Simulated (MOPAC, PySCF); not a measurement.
C2H6N2, SMILES `[H]/N=C(/C)N` (N–C–N–H torsion 16°), neutral singlet in the gas phase. 

Cartesian coordinates (Å):
```xyz
10

C      1.2401    -0.1105     0.1744
C     -0.1959     0.3208     0.0496
N     -0.5000     1.5529     0.1678
N     -1.0856    -0.7223    -0.1390
H      1.3568    -0.8248     0.9925
H      1.8607     0.7599     0.3639
H      1.5784    -0.5983    -0.7438
H     -1.5042     1.7076     0.0675
H     -2.0204    -0.4929    -0.4348
H     -0.7298    -1.5924    -0.4980
```
Charge 0, spin multiplicity 1.

All levels are single points at this geometry (B3LYP-D3(BJ)/def2-TZVP); Pople sets use spherical d functions. Orbital energies aren't observables, and empty levels follow the basis.

PBE/6-31G* in PySCF gives HOMO (eV) = -5.21.

Question: Estimate the HOMO (eV) from each of these levels: PBE-D3(BJ)/def2-TZVP in PySCF; TPSSh-D3(BJ)/def2-TZVP in PySCF; B3LYP/6-311+G** in PySCF; B3LYP/6-31G* in PySCF; BP86/6-31G* in PySCF; M06-2X/6-31G* in PySCF; HF/3-21G in PySCF; PM6 in MOPAC.

Answer: 
| level | HOMO (eV) |
|---|---|
| PBE-D3(BJ)/def2-TZVP in PySCF | -5.66 |
| TPSSh-D3(BJ)/def2-TZVP in PySCF | -6.22 |
| B3LYP/6-311+G** in PySCF | -6.85 |
| B3LYP/6-31G* in PySCF | -6.33 |
| BP86/6-31G* in PySCF | -5.32 |
| M06-2X/6-31G* in PySCF | -7.96 |
| HF/3-21G in PySCF | -9.58 |
| PM6 in MOPAC | -9.70 |
